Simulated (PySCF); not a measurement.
Compound: C5H11FS2Si.
SMILES with atom numbers: `[CH3:1][C@H:2]([CH2:3][F:4])[SiH:5]1[S:6][CH2:7][CH2:8][S:9]1`

Cartesian coordinates in Å at the GFN2-xTB level; atoms count from 1:
```
atom  x, y, z in Å
C1    -2.320    1.056   -0.412
C2    -1.460   -0.197   -0.282
C3    -2.188   -1.268    0.513
F4    -2.321   -0.877    1.826
Si5    0.178    0.216    0.590
S6     1.350    1.662   -0.492
C7     2.760    0.549   -0.829
C8     2.988   -0.426    0.301
S9     1.513   -1.463    0.567
H10   -1.775    1.845   -0.924
H11   -2.600    1.418    0.574
H12   -3.229    0.842   -0.972
H13   -1.276   -0.608   -1.280
H14   -3.203   -1.437    0.138
H15   -1.630   -2.209    0.527
H16    0.011    0.709    1.952
H17    2.551    0.021   -1.760
H18    3.629    1.191   -0.965
H19    3.210    0.092    1.234
H20    3.806   -1.106    0.062
```

NICS is the negative of the GIAO shielding at a point without a nucleus: at the ring centre (0) and 1 Å above and below it (1); zz is the component along the ring normal. Level: GIAO PBE0/pcSseg-1 (PySCF, non-relativistic, gas phase) on the GFN2-xTB geometry, one conformer.

Ring bond lengths (Å), with Mayer bond orders in brackets: Si5–S6 2.153 (0.95), S6–C7 1.828 (1.00), C7–C8 1.510 (1.01), C8–S9 1.823 (1.00), S9–Si5 2.145 (0.97).

Problem. What do the NICS probes read (ppm)?

Solution. 
| ring | type | NICS(0) | NICS(1), two faces | NICS(1)zz, two faces | rms pucker (Å) | centre to ring atoms, mean (Å) |
| --- | --- | --- | --- | --- | --- | --- |
| Si5–S6–C7–C8–S9 | 5-membered ring with 2 S and Si; formal bonds all single | -9.0 | -5.1 / -5.1 | -3.7 / -2.3 | 0.24 | 1.56 |

Problem. What do they say, and how far can they be read as aromaticity?

Solution. 
- Si5–S6–C7–C8–S9: mean NICS(1)zz -3.0 ppm, near zero. Si5, C7, C8 have four or more neighbours, so the value isn't read as a sign of a π ring current.

Problem. Give the inner angles of the rings and the Hirshfeld charges of the ring atoms.

Solution. 
- Si5–S6–C7–C8–S9: Si5 100.5° (+0.301 e), S6 95.9° (-0.101 e), C7 111.8° (-0.072 e), C8 110.7° (-0.069 e), S9 93.4° (-0.097 e); sum 512.4° against 540° for a flat convex ring.

Time: 94 s of wall time; peak memory 1.1 GiB. Hardware: one thread, Arm Neoverse N1 (aarch64), shared host with 64 logical CPUs at a one-minute load of 61. This is the whole shielding run at PBE0/pcSseg-1, SCF included.
